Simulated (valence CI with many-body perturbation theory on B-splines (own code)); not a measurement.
The numbers below are computed, except where a source is named.
## Hyperfine factors and g values of Pd¹⁵⁺

Method: relativistic CI+MBPT: three valence electrons over a frozen Dirac-Fock core [Ar] 3d10, a basis of 11 s, 11 p, 10 d, 8 f, 5 g, 2 h functions for each j, with the one-electron correlation potential Σ1 (screened to all orders), the two-electron term Σ2, the three-electron term Σ3, Breit, model QED; selected single and double excitations, second order for the rest, scaled by the run's own slope (own B-spline code, finite nucleus).

No measured spectrum was set against this ion. As an estimate, levels hold to about 250 cm⁻¹ or 0.2 % of their energy and the worst to 1 %, as in measured heavy ions of charge 2 to 7; those with d or f electrons hold less well.

A/g_I is the dipole constant over the nuclear g factor μ/I (μ in nuclear magnetons, uniformly magnetised nucleus), B/Q the quadrupole constant per barn. Both hold the static response of the core; the bare values leave it out. Large factors of s and p1/2 electrons are usually good to 5 to 10 %; those of open d and f shells near neutrality can be off by tens of per cent, and small factors of p3/2, d and f electrons come from cancelling terms and can be off by a factor of two or in sign, in half-filled shells by more. B is blank for J = 1/2, where it vanishes, and for nearly pure S terms. Energies count from the lowest level.

Names give the largest LS component (configuration and term), which can be under half, so a name can repeat, a term be missing and a line seem to break the LS rules; names also repeat where a configuration has a term twice. Letters in brackets count levels of one name in rising energy.

```
               Level  E (cm⁻¹)      g  A/g_I (MHz)  A/g_I bare  B/Q (MHz/b)  B/Q bare
      4s2 4p 2P°_1/2         0  0.665        40700       38500                       
      4s2 4p 2P°_3/2     52586  1.333         7060        6570        13000     12100
       4s 4p2 4P_1/2    261750  2.592        97800       92100                       
       4s 4p2 4P_3/2    290320  1.719        35700       33700        10700      9940
       4s 4p2 4P_5/2    310220  1.524        38300       36100        -7090     -6620
       4s 4p2 2D_3/2    355010  0.843        -6310       -5940        16000     15000
       4s 4p2 2D_5/2    372710  1.275        35100       33200        18800     17600
       4s 4p2 2P_1/2    390340  1.220        25400       24000                       
       4s 4p2 2S_1/2    442470  1.523       114000      108000                       
       4s 4p2 2P_3/2    450170  1.303       -12500      -11800       -11700    -10900
       4s2 4d 2D_3/2    564140  0.800         1730        1730         2810      2590
       4s2 4d 2D_5/2    572820  1.200         3040        2940         3790      3480
     4p3 4S°_3/2 [a]    650020  1.397         5010        4810         9830      9170
     4p3 4S°_3/2 [b]    682220  1.413         -883        -730          396       368
         4p3 2D°_5/2    686200  1.199        14000       13200        -2070     -1940
         4p3 2P°_1/2    729680  0.665        38500       36200                       
         4p3 2P°_3/2    760170  1.295         5290        5050       -10000     -9350
    4s 4p 4d 4F°_3/2    771290  0.453       -13800      -13000         4700      4340
    4s 4p 4d 4F°_5/2    781470  1.042        16000       15100         3140      2880
    4s 4p 4d 4F°_7/2    798530  1.248        20900       19700         4210      3860
    4s 4p 4d 4P°_5/2    816030  1.469        23000       21800         3440      3160
    4s 4p 4d 4D°_3/2    821830  1.376        13700       13000         2630      2440
    4s 4p 4d 4D°_1/2    824950  0.343       -44600      -42000                       
    4s 4p 4d 4F°_9/2    827150  1.333        18900       17900        15900     14800
4s 4p 4d 2D°_5/2 [a]    851220  1.117        16400       15500          713       646
4s 4p 4d 2D°_3/2 [a]    852980  0.903       -12200      -11400        -2230     -2100
    4s 4p 4d 4P°_1/2    856000  2.341        73200       69000                       
    4s 4p 4d 4D°_7/2    858160  1.405        22500       21300        -4680     -4380
    4s 4p 4d 4P°_3/2    859160  1.451        24700       23400        -5430     -5030
    4s 4p 4d 4D°_5/2    860170  1.318        21200       20000        -2660     -2460
4s 4p 4d 2D°_5/2 [b]    875930  1.111        22600       21400         2390      2180
4s 4p 4d 2F°_7/2 [a]    907580  1.143        -1200       -1080        15600     14600
4s 4p 4d 2P°_3/2 [a]    915430  1.182         3440        3260          526       470
4s 4p 4d 2F°_7/2 [b]    929790  1.155        18400       17400        13100     12200
    4s 4p 4d 2F°_5/2    932470  0.873        -8960       -8410        11500     10700
4s 4p 4d 2P°_1/2 [a]    944220  0.656       -48800      -45900                       
4s 4p 4d 2P°_1/2 [b]    954840  0.657        16500       15700                       
4s 4p 4d 2D°_3/2 [b]    964410  1.049        29000       27400        -2280     -2160
4s 4p 4d 2P°_3/2 [b]    965120  1.208          186         324        -4090     -3830
4s 4p 4d 2D°_5/2 [c]    969490  1.180        -7550       -7040        -9160     -8590
```

Take the isotope of mass number 105, with I = 5/2, μ = -0.642 μN and Q = 0.66 b. What is the hyperfine structure of 4s2 4p 2P°_3/2?

From the table A = -1810 MHz, B = 8580 MHz. Shifts from the centre of gravity in MHz: F = 1: 15500, F = 2: 5020, F = 3: -4270, F = 4: -4640.
